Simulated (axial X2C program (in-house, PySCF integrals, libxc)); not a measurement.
VS⁺: from the spin-free to the two-component result

Calculated with an in-house all-electron X2C program for linear molecules (integrals from PySCF). Spin-free means the one-electron spin-free X2C Hamiltonian; two-component (2c) means X2C with spin–orbit coupling and atomic mean-field two-electron Coulomb and Gaunt terms, so the difference of the two also holds small scalar two-electron terms. Basis: V dyall-cv3z [10s10p6d4f2g], S dyall-av3z [9s8p3d2f] (cores contracted in-house); Gaussian nuclei, density fitting, unrestricted open shells. Masses: V 50.944 u, S 31.972 u.

Spin-free state: M_S = 1, Λ = 0 (beyond evenly filled blocks: δ+α, δ-α); fragments V+ + S.

| level | Re (Å) | ωe (cm⁻¹) | De (eV) | μ (D) |
| --- | --- | --- | --- | --- |
| PBE0 | 2.012 | 531.7 | 3.350 | -5.56 |
| PBE | 2.011 | 573.3 | 4.483 | -5.11 |

Dipoles are positive if S is the positive end and refer to the centre of mass.

Two-component determinant lowest at the distance of the search:

Ω = 1 (⟨Sz⟩ = 1.00, ⟨Lz⟩ = 0.00 at PBE0); fragments V+ + S.

```
level  Re (Å)  ωe (cm⁻¹)  μ (D)
 PBE0   2.012      531.4  -5.56
  PBE   2.011      573.1  -5.11
```

Q: From the two tables, how do the constants change at the PBE0 level (2c against spin-free)?

A: At the PBE0 level Re is unchanged within 0.001 Å and ωe goes down by 0.3 cm⁻¹.

Occupations by symmetry block were frozen at the best pattern of an incomplete PBE0 search. Dissociation energies refer to the lowest single-determinant-based atoms at the same level and basis. De is not given where an atomic determinant may have missed its ground term or J level, or where the truncated virtual space spoils (T). Density functionals use the spin component along the axis (collinear). PBE0 can misorder states that lie within some tenths of an eV, so this need not be the ground state of the molecule. The nearest other spin-free determinant of the search, M_S = 1, Λ = 2, lies 0.40 eV up at the distance of the search. Without a current term, density functionals place determinants with orbital angular momentum somewhat too high. With several unpaired electrons one determinant need not be a pure state. Open-shell Ω = 0 determinants with evenly filled partner blocks cannot be reached by this program, so the Ω shown need not be the lowest component. The determinant is spin-polarised beyond a pure state at some levels (its spin-free form has ⟨S²⟩ too high), which makes Re and μ there less reliable.
